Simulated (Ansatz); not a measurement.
```xyz
4

Al    0.0000    0.0000    0.0000
Cl    2.2453    0.0000    0.0000
Cl   -1.1226    1.9445    0.0000
Cl   -1.1226   -1.9445    0.0000
```

Basis set: cc-pVTZ (spherical functions). Frozen core: 20 orbitals. Charge 0, multiplicity 1.

Computed with Ansatz (development build ahead of 0.2.0); each method stands on the lowest determinant of its kind that the runs found. Restricted open shells among the atoms or ions are ROHF, correlated in semicanonical orbitals with singles.

(1) Give the atomization energy at this shape (free ground-state atoms in the same class of orbitals less the molecule, no zero-point energy) of singlet AlCl3 by RHF-MP2, RHF.

Answers

(1)

```
 method  atomization energy
RHF-MP2            12.83 eV
    RHF            10.32 eV
```

Caution: the shape is not the minimum.
